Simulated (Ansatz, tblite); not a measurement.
Spin states of the cluster Cs₂Cl₂⁺, each relaxed with r2SCAN-D4/def2-TZVP in Ansatz. Electronic energies in the gas phase.

In the def2 sets Cs takes a core potential; there is no spin–orbit coupling. The xTB rows come from tblite. B3LYP takes the VWN-RPA correlation. Correlated methods freeze 10 core orbitals; core or outer-core shells of Cs are correlated, in sets that lack core-valence functions. HOMO above LUMO, or a gap near zero within one spin, warns that the state may not be the lowest or that an electron is smeared out. In the doublet, Cl3 and Cl4 lie 2.65 Å apart (atoms count from 1), so these atoms are partly bonded to each other. In the quartet, Cl3 and Cl4 lie 2.40 Å apart (atoms count from 1), so these atoms are partly bonded to each other. The structure comes from a short search, and lower isomers may exist.

Doublet geometry (D2h within 0.1 Å):

Cartesian coordinates in Å:
```
Cs 0.942 -1.670 -2.390
Cs -0.934 1.671 2.392
Cl 0.041 1.093 -0.748
Cl -0.048 -1.094 0.746
```

Quartet geometry (D2h within 0.1 Å):

```xyz
4

Cs   -0.055   -4.187   -1.068
Cs    0.043    4.188    1.062
Cl   -0.479   -0.266    1.070
Cl    0.492    0.265   -1.065
```

⟨S²⟩: doublet 0.75 at PBE0-D4/def2-TZVP (pure 0.75), quartet 3.76 at PBE0-D4/def2-TZVP (pure 3.75).

Run but left out: HF/def2-TZVPP, MP2/def2-TZVPP, CCSD/def2-TZVPP, CCSD(T)/def2-TZVPP (flagged by the program: other roots).

Only these spin states were relaxed. The quartet has other bonds than the doublet, so the gap mixes isomer and spin.

| level | quartet − doublet (kJ/mol) | lowest of these | remarks |
| --- | --- | --- | --- |
| GFN1-xTB | 485.1 | doublet | – |
| GFN2-xTB | 389.9 | doublet | – |
| HF/def2-TZVP | 545.8 | doublet | – |
| LDA (SPW92)/def2-TZVP | 562.8 | doublet | gap within one spin near zero (quartet) |
| PBE-D4/def2-TZVP | 523.8 | doublet | – |
| revPBE-D4/def2-TZVP | 507.1 | doublet | – |
| r2SCAN-D4/def2-TZVP | 588.3 | doublet | – |
| r2SCANh-D4/def2-TZVP | 596.6 | doublet | – |
| B3LYP-D4/def2-TZVP | 541.9 | doublet | – |
| PBE0-D4/def2-TZVP | 570.6 | doublet | – |
| RPA@PBE/def2-TZVP | 538.3 | doublet | – |
| MP2/def2-TZVP | 649.1 | doublet | – |

Change of the quartet − doublet gap on mixing in exact exchange, in kJ/mol: PBE to PBE0 (25 % exact exchange) 46.8; r2SCAN to r2SCANh (10 % exact exchange) 8.2.

The xTB methods have no spin-polarisation term.
